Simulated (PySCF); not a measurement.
# What each rung costs, and what it gives

Saddle point of GaH₃Cl₂O, singlet (GaHCl₂ ([Cl][GaH][Cl]) + H₂O → GaHCl₂O ([OH][Ga]([Cl])[Cl]) + H₂; bonds formed: H2–H5; dative contacts that become bonds: Ga1–O6; bonds broken: Ga1–H2, H5–O6), PBE0-D4/def2-TZVP structure:

Ga1  (0.134, -0.612, -0.263)
H2  (0.973, 0.931, -0.694)
Cl3  (-0.645, -1.587, -1.977)
Cl4  (1.223, -1.665, 1.235)
H5  (0.195, 1.212, -0.139)
O6  (-0.920, 0.822, 0.439)
H7  (-0.961, 0.900, 1.399)
(Å)

Barriers are electronic and count from the start structure reached by relaxing down the imaginary mode.

PySCF 2.14 with density fitting (its default auxiliary sets; JK sets also for MP2 and CCSD(T)); basis: as named in each row; cores frozen in the correlated methods. Filled d shells of the heavier atoms are correlated. The def2 sets are not built for correlating such inner shells, so the correlated values are less sure here. B3LYP uses VWN-RPA correlation. Extrapolation: Hartree–Fock as exp(−7.88 √X), correlation as X^−2.97.

Times are rough, for one single point on 4 threads of a shared host (Arm Neoverse N1).

The estimate by CCSD(T) at an estimated basis limit (MP2 extrapolated from triple and quadruple zeta, plus CCSD(T) − MP2 in triple zeta) is 1.489 eV.

| method | basis | time (s) | barrier (eV) | method less estimate |
| --- | --- | --- | --- | --- |
| HF | STO-3G | 2 | 3.263 | 1.774 |
| B3LYP-D4 | 6-31G | 7 | 1.590 | 0.101 |
| PBE0-D4 | def2-SVP | 9 | 1.422 | -0.067 |
| PBE-D4 | def2-SVP | 9 | 1.226 | -0.263 |
| SPW92 | def2-TZVPP | 14 | 1.116 | -0.373 |
| MP2 | def2-QZVPP | 16 | 1.430 | -0.059 |
| PBE-D4 | def2-TZVPP | 20 | 1.225 | -0.264 |
| PBE0-D4 | def2-TZVPP | 20 | 1.383 | -0.105 |
| BHLYP-D4 | def2-TZVPP | 20 | 1.604 | 0.115 |
| B3LYP-D4 | def2-TZVPP | 21 | 1.424 | -0.065 |
| r2SCAN-D4 | def2-TZVPP | 41 | 1.311 | -0.178 |
| CCSD(T) | def2-SVP | 89 | 1.532 | 0.044 |
| wB97M-V | def2-TZVPP | 250 | 1.500 | 0.011 |
| CCSD(T) | def2-TZVPP | 1000 | 1.469 | -0.020 |

All methods are single points on the PBE0-D4 structures.

T1 diagnostic: at most 0.012.

The step is the kind of ligand exchange by which a precursor binds to a hydroxyl group, or is hydrolysed, in atomic layer deposition of oxides.

Labels in which every atom is bracketed show which atoms are joined, not bond orders.
